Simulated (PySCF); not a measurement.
# Electronic structure of B³⁺ (boron, charge +3) at the PBE level

Configuration: 1s2, closed-shell 1S. Calculation: PySCF 2.14, in def2-SVP (3s2p1d, 14 functions); the non-relativistic Hamiltonian (point nucleus).

| Property | Result |
| --- | --- |
| Total energy | -21.9695 hartree |
| One-electron energy | -24.8544 hartree |
| Hartree (Coulomb) energy | 5.7576 hartree |
| Exchange-correlation energy | -2.8727 hartree |
| Kinetic energy | 21.58923 hartree |
| ⟨S²⟩ | 0.0000 |
| ⟨L²⟩ | 0.000 |
| Sum of ⟨r⟩ | 0.6539 bohr |
| Sum of ⟨r²⟩ | 0.2882 bohr² |
| Density at the nucleus (Gaussians lack the cusp) | 61.0 bohr⁻³ |
| Langevin diamagnetic susceptibility | -0.228 ×10⁻⁶ cm³/mol |
| Time after the integrals | 0.02 s of wall time on 1 thread of Neoverse-V2 (shared host) |

| shell | electrons | mean orbital energy (hartree) | rms radius, mean of both spins (bohr) |
| --- | --- | --- | --- |
| 1s | 2 | -8.50403 | 0.380 |
